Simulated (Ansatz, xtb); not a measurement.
# Isomers of C3H6GeN2 in order of energy

3 gas-phase structures of C3H6GeN2, from a drawn sample of its isomers (lower ones may exist). Each was relaxed with GFN2-xTB:

A. `[GeH3][c]1cn[nH]c1`, a singlet
B. `[GeH3][c]1ccn[nH]1`, a singlet
C. `[GeH3][n]1cccn1`, a singlet

Q: Make a reasoned guess at their ranking by r2SCAN-D4/def2-SVP single-point energy.

A: Calculated order at r2SCAN-D4/def2-SVP: C (0.0), A (2.1), B (2.4) kcal/mol. Less than 1 kcal/mol parts A and B, so the order within that pair means little.

Energies above the lowest of each column, in kcal/mol; the last columns are at PBE0-D3(BJ)/def2-SVP geometries:

| structure | GFN2-xTB | HF/STO-3G | r2SCAN-D4/def2-SVP | PBE0-D3(BJ)/def2-SVP | CCSD(T)/def2-SVP + ΔMP2/def2-TZVPP |
| --- | --- | --- | --- | --- | --- |
| C | 0.0 | 0.0 | 0.0 | 0.0 | 0.0 |
| A | 14.3 | 12.3 | 2.1 | 2.5 | 4.5 |
| B | 13.6 | 11.8 | 2.4 | 2.9 | 5.1 |

Every level run on C puts it lowest or level with the lowest. B keeps a small imaginary mode. ΔMP2 is the change of the MP2 energy from the smaller to the larger basis.

Programs: Ansatz 0.2.0, xtb 6.7.1.
